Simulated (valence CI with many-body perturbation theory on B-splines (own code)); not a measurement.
## Questions on Mn12+

Method: relativistic CI+MBPT: three valence electrons over a frozen Dirac-Fock core [Ne], a basis of 11 s, 11 p, 10 d, 8 f, 5 g, 2 h functions for each j, with the one-electron correlation potential Σ1, the two-electron term Σ2, the three-electron term Σ3, Breit, model QED; selected CI, second order for the rest, scaled by the run's own slope (own B-spline code, finite nucleus).

No measured spectrum was set against this ion. As an estimate, levels of excited configurations hold to 0.05 to 0.15 % of their energy, terms of the ground configuration to about 0.5 %.

Rates and lifetimes use the calculated energies. Strong lines usually hold to 10 to 20 %, long lifetimes can be off by a factor of two.

Task: What is the ground level?

Result: 3s²3p ²P°_1/2, composition 97 % 3s²3p ²P°, g = 0.665.

Task: Name the longest-lived excited levels whose lifetime is computed, and their main decay.

Result: 3s²3p ²P°_3/2 at 15313 cm⁻¹ lives 30.8 ms, mostly by M1 to 3s²3p ²P°_1/2; 3s3p² ⁴P_3/2 at 214450 cm⁻¹ lives 210 ns, mostly by E1 to 3s²3p ²P°_3/2; 3s3p² ⁴P_5/2 at 222370 cm⁻¹ lives 56.7 ns, mostly by E1 to 3s²3p ²P°_3/2. The lifetime of 3s3p3d ⁴F°_9/2 is too uncertain to give, and may be longer.

Task: How well does LS coupling describe the low levels?

Result: Among the lowest 20 levels the leading LS term, summed over configurations, holds 96 % on average. For single configurations the figures are 88 % in LS and 64 % in jj coupling. Terms mix most in the J = 1/2 level at 339320 cm⁻¹, where the leading one holds 82 %.

Task: How is the term ²P° of the ground level split?

Result: J = 1/2 at 0, J = 3/2 at 15313 cm⁻¹.

Task: Among levels below 1657300 cm⁻¹, which E1 lines absorb most strongly from the ground level?

Result: to 3s²3d ²D_3/2 at 22.69 nm, f = 0.502; to 3s²4d ²D_3/2 at 6.658 nm, f = 0.256; to 3s3p² ²S_1/2 at 29.47 nm, f = 0.189.
